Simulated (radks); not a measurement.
All-electron atom: Sn3+ in [Kr] 4d10 5s1. Calculated with a radial shooting solver on a logarithmic mesh with Libxc functionals: Dirac Kohn-Sham, PBEsol, spin-unpolarised, spherical densities, finite nucleus; Fermi nuclear charge, rms radius 4.6519 fm. Some entries of the table are withheld. Estimate them.

orbital  occ.  eigenvalue (eV)  r(max) (bohr)
1s1/2       2        -29008.09        0.01878
2s1/2       2        -4403.386         0.1063
2p1/2       2        -4115.868        0.08181
2p3/2       4        -3885.410        0.08633
3s1/2       2        -873.4689         0.3079
3p1/2       2        -756.6169         0.2942
3p3/2       4        -714.5357         0.3045
3d3/2       4              (1)         0.2493
3d5/2       6              (2)         0.2522
4s1/2       2        -163.1885         0.7456
4p1/2       2              (3)            (4)
4p3/2       4              (5)            (6)
4d3/2       4         -55.6825         0.8804
4d5/2       6         -54.6173         0.8900
5s1/2       1         -35.9527          1.889

Answer. 
(1) 3d3/2 eigenvalue (eV): -507.7608
(2) 3d5/2 eigenvalue (eV): -499.0709
(3) 4p1/2 eigenvalue (eV): -124.3003
(4) 4p1/2 r(max) (bohr): 0.7716
(5) 4p3/2 eigenvalue (eV): -116.6935
(6) 4p3/2 r(max) (bohr): 0.7964
